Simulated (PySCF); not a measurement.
## Löwdin shares of the frontier orbitals

Compound: C4H8F2O2.
Structure used (GFN2-xTB), in Å, numbered top down from 1:
```xyz
16
C4H8F2O2 angstrom
C     -1.8022   -0.8037    0.6063
O     -0.3955   -0.5902    0.6525
C      0.1382    0.2696   -0.2670
F     -0.1097   -0.2564   -1.5478
C     -0.4046    1.7118   -0.2585
F     -1.7115    1.7764   -0.6451
O      1.4825    0.3830   -0.0917
C      2.2037   -0.8501   -0.0293
H     -2.1352   -0.9919   -0.4154
H     -2.3452    0.0492    1.0183
H     -1.9757   -1.6840    1.2208
H      0.1852    2.3026   -0.9631
H     -0.3262    2.1157    0.7540
H      1.9120   -1.4207    0.8527
H      3.2493   -0.5616    0.0318
H      2.0272   -1.4407   -0.9300
```

Theory: TDDFT CAM-B3LYP/def2-SVPD, vertical, gas phase, core orbitals frozen in the response (PySCF).

Kohn–Sham orbitals with the atoms that hold most of them (Löwdin shares over 4%, at most four atoms; ? is withheld):

```
orbital  ε (eV)                             atoms
 LUMO+2    1.99  C5 14%, O7 12%, H12 12%, H13 11%
 LUMO+1    1.76   C8 19%, C1 10%, H15 10%, O7 10%
   LUMO    1.23     C1 15%, C5 12%, C8 12%, O2 8%
   HOMO   -9.90                                 ?
 HOMO-1  -10.30                                 ?
 HOMO-2  -11.04     O2 33%, F4 12%, C1 12%, F6 8%
 HOMO-3  -11.55     O7 35%, C8 12%, F6 10%, O2 7%
```

(1) Which atoms hold the HOMO-1, and with what shares?

(2) Which atoms hold the HOMO, and with what shares?

(3) The HOMO–LUMO gap is 11.12 eV. Where does the response calculation put the lowest singlet, and from which orbitals?

## Answers

(1) O7 (bonded to 2 C) 47%; C8 (bonded to O and 3 H) 12%; O2 (bonded to 2 C) 8%; F4 (bonded to C) 7%. By element: oxygen 55%, carbon 12% or more, fluorine 7% or more.

(2) O2 (bonded to 2 C) 45%; O7 (bonded to 2 C) 12%; C1 (bonded to O and 3 H) 10%; H10 (bonded to C) 6%. By element: oxygen 57%, carbon 10% or more, hydrogen 6% or more.

(3) S1 is at 8.13 eV (f = 0.0021), 3.00 eV below the gap, made of HOMO→LUMO (86%). 

Next come S2 at 8.52 eV (f 0.0087), HOMO-1→LUMO (60%), HOMO→LUMO+1 (20%), HOMO-1→LUMO+1 (12%); S3 at 8.92 eV (f 0.0072), HOMO→LUMO+1 (31%), HOMO→LUMO+3 (15%), HOMO→LUMO+2 (13%); S4 at 9.02 eV (f 0.021), HOMO-1→LUMO+3 (20%), HOMO→LUMO+2 (16%), HOMO-1→LUMO+2 (15%); S5 at 9.09 eV (f 0.017), HOMO-2→LUMO (28%), HOMO→LUMO+3 (26%), HOMO→LUMO+2 (22%).

The run took 77 s (grids of density and orbitals included) on one thread of an Arm Neoverse V2, shared host with 32 logical CPUs at a one-minute load of 28, and the process peaked at 1.1 GiB of memory.

One conformer stands for the species.
